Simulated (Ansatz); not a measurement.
`[NH2][In]([Br])[Br]` + HCl → `[Cl][In]([Br])[Br]` + NH₃  (ligand exchange at the In–N bond)

Computed with Ansatz on PBE0-D4/def2-TZVP structures; ΔE is electronic, products minus reactants. CBS: MP2 limit from def2 TZ/QZ plus the TZ coupled-cluster correction, frozen cores. This one scheme is used for every species. DFT in def2-TZVPP. HSE06 is defined as in plane-wave codes. def2 core potentials past Kr. For Br, In outer-core shells are correlated without core-valence functions, which leaves a few kJ/mol of doubt a bond. Scalar relativity is left out up to krypton. Each species was taken in one conformer, which may not be the lowest.

`[NH2][In]([Br])[Br]`:

Cartesian coordinates in Å:
```
N -0.175 0.883 0.902
In -0.005 -0.571 -0.464
Br -1.286 -0.485 -2.550
Br 1.301 -2.588 0.010
H 0.592 0.967 1.554
H -0.426 1.795 0.547
```

HCl:

Cartesian coordinates in Å:
```
Cl -0.178 -0.553 0.267
H 0.178 0.553 -0.267
```

`[Cl][In]([Br])[Br]`:

Cartesian coordinates in Å:
```
Cl -0.652 2.226 -0.107
In -0.006 0.022 -0.001
Br 1.020 -0.827 2.036
Br -0.362 -1.422 -1.928
```

NH₃:

Z-matrix (Å, degrees):
```
N
H 1 1.013
H 1 1.013 2 107.1
H 1 1.013 2 107.1 3 -114.5
```

```json
{"level": "r2SCAN-D4", "ΔE (eV)": "-1.02"}
{"level": "r2SCAN0-D4", "ΔE (eV)": "-1.06"}
{"level": "B2PLYP", "ΔE (eV)": "-0.99"}
{"level": "revPBE", "ΔE (eV)": "-1.00"}
{"level": "PBE0", "ΔE (eV)": "-1.03"}
{"level": "r2SCANh", "ΔE (eV)": "-1.04"}
{"level": "HSE06", "ΔE (eV)": "-1.03"}
{"level": "RPA@PBE/def2-TZVPP", "ΔE (eV)": "-0.90"}
```

Question: What does CCSD(T)/CBS give? (An estimate is asked.)

Answer: The calculation gave: -0.97 eV. The listed levels differ from it by -0.05, -0.09, -0.02, -0.03, -0.06, -0.07, -0.06, 0.07 eV.

Largest T1 diagnostic among the species: 0.011.

From BLYP to BHLYP (50 % exact exchange), in def2-TZVPP and without D4, ΔE moves by −0.10 eV. In def2-TZVPP, CCSD(T) changes the Hartree–Fock value by +0.24 eV (the triples alone add +0.02 eV) and MP2 by +0.23 eV.
